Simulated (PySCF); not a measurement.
# GeF3: one-bond stretch

Method: UPBE0/[Ge def2-SVP, F def2-SVP], no relativity, density fitting, PySCF.

Rigid scan from the doublet minimum (Ge–F 1.728 Å (×3); F–Ge–F 106.5° (×3)). Coordinate: the bond from Ge to the last atom (F) scaled, the rest fixed. Energies in kJ/mol from the minimum.

Q: Predict the curve at 0.92, 0.96, 1.00, 1.05, 1.12, 1.20, 1.35, 1.55, 1.80, 2.20.

A: 
| scale of one bond | E (kJ/mol) | dipole size (D) | ⟨S²⟩ |
| --- | --- | --- | --- |
| 0.92 | 35.1 | 2.04 | 0.75 |
| 0.96 | 7.6 | 2.07 | 0.75 |
| 1.00 | 0.0 | 2.14 | 0.75 |
| 1.05 | 8.9 | 2.28 | 0.75 |
| 1.12 | 41.7 | 2.52 | 0.75 |
| 1.20 | 91.7 | 2.78 | 0.76 |
| 1.35 | 181.0 | 2.86 | 0.78 |
| 1.55 | 251.6 | – | 0.78 |
| 1.80 | 287.4 | – | 0.76 |
| 2.20 | 304.1 | – | 0.75 |

Other isomers or separated fragments may lie lower.
